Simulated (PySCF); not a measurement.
## NMR data sheet: C9H9FO2

- Formula: C9H9FO2
- SMILES: CCOC(=O)c1ccc(F)cc1
- InChI: InChI=1S/C9H9FO2/c1-2-12-9(11)7-3-5-8(10)6-4-7/h3-6H,2H2,1H3
- Point group of the computed structure: C1
- Degrees of unsaturation: 5
- Carbon signals: 7
- Proton signals: 4

Mapped SMILES: `[CH3:1][CH2:2][O:3][C:4](=[O:5])[c:6]1[cH:7][cH:8][c:9]([F:10])[cH:11][cH:12]1`. Each H is labelled by its parent atom.

Method: geometry: PBE0-D3(BJ)/def2-SVP, J couplings at B3LYP/pcJ-1 (spin–dipole term only in couplings to heteroatoms), NMR shieldings at PBE0/pcSseg-1/GIAO, in PySCF (relativity neglected, averaged over atoms made equivalent by symmetry, fast rotation or ring inversion, no solvent model, one conformer).

Chemical shifts δ = σref − σ; 1H and 13C vs TMS; 19F vs CFCl3; 17O vs H2O, all at this level.

| carbon | δC, type | δH (multiplicity, J in Hz) | HMBC from (abs. J ≥ 3 Hz) | span of the C tensor (ppm) |
| --- | --- | --- | --- | --- |
| C1 | 15.3, CH3 | 1.46 (t, 8.2) | – | 28 |
| C2 | 61.7, CH2 | 4.12 (q, 8.2) | H(C1) | 59 |
| C4 | 168.3, C | – | H(C7)/H(C12) | 149 |
| C6 | 129.3, C | – | H(C8)/H(C11) | 198 |
| C7/C12 | 138.8, CH | 8.36 (dd, 9.8, 5.1) | H(C7)/H(C12) | 234 |
| C8/C11 | 120.0, CH | 7.18 (dd, 9.8, 8.7) | H(C8)/H(C11) | 186 |
| C9 | 173.6, C | – | H(C7)/H(C12), H(C8)/H(C11) | 168 |

Other nuclei:
| atoms | nucleus | environment | δ (ppm) | σ (ppm) |
| --- | --- | --- | --- | --- |
| F10 | 19F | aryl fluorine | -102.0 | 279.2 |
| O5 | 17O | ester carbonyl oxygen | 410.7 | -76.2 |
| O3 | 17O | ester alkoxy oxygen | 203.9 | 130.6 |

Selected couplings (Hz, signed; the shortest-range and largest first, 30 at most; isotopes 13C, 19F, 1H): 1J(C9,F10) -323.2, 1J(C7,H(C7)) 173.9, 1J(C8,H(C8)) 171.8, 1J(C2,H(C2)) 151.4, 1J(C1,H(C1)) 133.5, 2J(C8,F10) 19.5, 3J(H(C7),H(C8)) 9.8, 3J(F10,H(C8)) 8.7, 3J(H(C1),H(C2)) 8.2, 3J(C7,F10) 7.0, 4J(C6,F10) 5.8, 4J(F10,H(C7)) 5.1.

1. Carbon types of the structure: 3 × C, 4 × CH, 1 × CH2, 1 × CH3, which accounts for all hydrogens.
2. δC 173.6: aromatic carbon bearing fluorine; an ipso carbon deshielded by its heteroatom.
3. δC 168.3: ester carbonyl carbon; it is a carbonyl in resonance with an O or N lone pair, the region of acids, esters and amides.
4. δC 138.8, 120.0: aromatic CH.
5. δC 129.3: substituted aromatic carbon.
6. δC 61.7: sp3 CH2 bonded to O; pulled downfield by the heteroatom.
7. The protons at 8.36 and 7.18 share a coupling of 9.8 Hz (vicinal, an ortho-type coupling).
8. The protons at 1.46 and 4.12 share a coupling of 8.2 Hz (vicinal).

C–F couplings over four or more bonds (about 3 Hz to the para carbon of a fluoroarene) are left out. Common functionals overestimate the size of one-bond C–F couplings by tens of Hz; these are unscaled. Splittings below 1 Hz are ignored in the labels, and close J values are merged. Couplings among chemically equivalent protons are left out too, so labels in AA′BB′ or AA′XX′ sets are apparent multiplicities. Unscaled 3J(H,H) at this level run about 10 % above measured values. Shifts are as computed. Against solution values, carbons near 30 ppm lie about +2 ppm off and those near 130 ppm about +5 ppm (rms about the fit 1.9 ppm; single classes can miss by 10 ppm). Of 1328 compounds with measured shifts, 309 miss one by over three times the rms of a fit or turn the order of signals round; such compounds aren't used in these exercises. Signals without a measured value on file couldn't be tested in this way; 1H shifts scatter by 0.2 ppm about their fit, and single ones miss by 0.5 ppm. Unscaled 19F shifts against computed CFCl3 carry errors that often reach 10 to 50 ppm. Unscaled 17O shifts of doubly bonded oxygen tend to come out too high, by tens of ppm or more. Experimental scales use liquid or dissolved standards, which lie at an offset from isolated H2O (liquid H2O: subtract about 36 ppm).
